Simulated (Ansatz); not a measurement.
C2H9BOSi, SMILES `COB(C)[SiH3]`, relaxed with RKS PBE0-D4/def2-TZVP in the Gaussian-basis code of Ansatz from a PBE-D4/def2-SVP geometry. The force threshold is 0.005 eV/Å; the program also tests the step.

Total charge 0; spin multiplicity 1.

Start:

```xyz
14

C    -0.400   -0.728   -1.970
O    -0.023    0.436   -1.254
B     0.141    0.514    0.095
C     0.570    1.908    0.691
Si   -0.148   -1.110    1.331
H    -1.327   -0.519   -2.543
H    -0.580   -1.599   -1.301
H     0.403   -0.990   -2.690
H     1.518    1.809    1.265
H     0.699    2.690   -0.084
H    -0.180    2.257    1.434
H    -1.542   -1.689    1.229
H     0.068   -0.733    2.775
H     0.799   -2.248    1.022
```

Q: How much energy does the relaxation release, and in how many steps? (Best estimate.)

A: Ansatz gave: 4.54 kJ/mol, in 5 steps, 1 of them rejected.

Q: Which bonds change most? (Best estimate.)

A: The calculation gave: Si5–H12 from 1.513 to 1.494 Å; Si5–H14 from 1.513 to 1.494 Å; Si5–H13 from 1.508 to 1.489 Å; C1–H7 from 1.113 to 1.094 Å.

Q: Give the relaxed structure. (Best estimate.)

A: Computed: 
```xyz
14

C    -0.396   -0.726   -1.950
O    -0.021    0.437   -1.249
B     0.140    0.510    0.090
C     0.565    1.893    0.687
Si   -0.149   -1.107    1.318
H    -1.312   -0.523   -2.508
H    -0.569   -1.574   -1.279
H     0.396   -0.986   -2.655
H     1.500    1.796    1.250
H     0.692    2.666   -0.075
H    -0.175    2.237    1.419
H    -1.529   -1.667    1.209
H     0.069   -0.731    2.743
H     0.788   -2.226    1.002
```
